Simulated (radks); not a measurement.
Valence configurations of the terbium ion Tb+ (all share [Xe]). All-electron calculation, scalar-relativistic Kohn-Sham, LDA (Slater exchange, Perdew-Wang correlation), spin-polarised, spherical densities, point nucleus; open shells are filled with parallel spins first (spin-orbit coupling, left out, can overturn this in heavy ions). Program: a radial shooting solver on a logarithmic mesh with Libxc functionals. Energies are relative to 4f9 6s1; eigenvalues in eV for spin up.

[
 {"valence": "4f9 6s1", "E (eV)": "0.000", "moment (Bohr magnetons)": "6", "e(4f)": "-10.967", "e(5d)": "-", "e(6p)": "-", "e(6s)": "-9.353"},
 {"valence": "4f8.5 6s1.5", "E (eV)": "0.184", "moment (Bohr magnetons)": "6", "e(4f)": "-15.085", "e(5d)": "-", "e(6p)": "-", "e(6s)": "-10.017"},
 {"valence": "4f9 5d0.5 6s0.5", "E (eV)": "0.921", "moment (Bohr magnetons)": "6", "e(4f)": "-10.082", "e(5d)": "-7.000", "e(6p)": "-", "e(6s)": "-8.913"},
 {"valence": "4f8 5d1 6s1", "E (eV)": "1.679", "moment (Bohr magnetons)": "8", "e(4f)": "-17.239", "e(5d)": "-9.131", "e(6p)": "-", "e(6s)": "-10.135"},
 {"valence": "4f8 5d0.5 6s1.5", "E (eV)": "1.790", "moment (Bohr magnetons)": "7", "e(4f)": "-18.426", "e(5d)": "-9.749", "e(6p)": "-", "e(6s)": "-10.411"},
 {"valence": "4f8 6s2", "E (eV)": "1.803", "moment (Bohr magnetons)": "6", "e(4f)": "-19.644", "e(5d)": "-", "e(6p)": "-", "e(6s)": "-10.651"},
 {"valence": "4f9 5d1", "E (eV)": "1.907", "moment (Bohr magnetons)": "6", "e(4f)": "-9.255", "e(5d)": "-6.438", "e(6p)": "-", "e(6s)": "-"},
 {"valence": "4f8.5 6s0.5 6p1", "E (eV)": "3.594", "moment (Bohr magnetons)": "7", "e(4f)": "-16.308", "e(5d)": "-", "e(6p)": "-7.015", "e(6s)": "-10.897"},
 {"valence": "4f10", "E (eV)": "3.738", "moment (Bohr magnetons)": "4", "e(4f)": "-5.103", "e(5d)": "-", "e(6p)": "-", "e(6s)": "-"},
 {"valence": "4f8 6s1 6p1", "E (eV)": "5.091", "moment (Bohr magnetons)": "8", "e(4f)": "-20.801", "e(5d)": "-", "e(6p)": "-7.524", "e(6s)": "-11.726"}
]

NIST lists [Xe] 4f9 6s1 as the ground configuration; this level of theory agrees among the configurations tried. The energies are those of spherical high-spin densities, not of single terms.
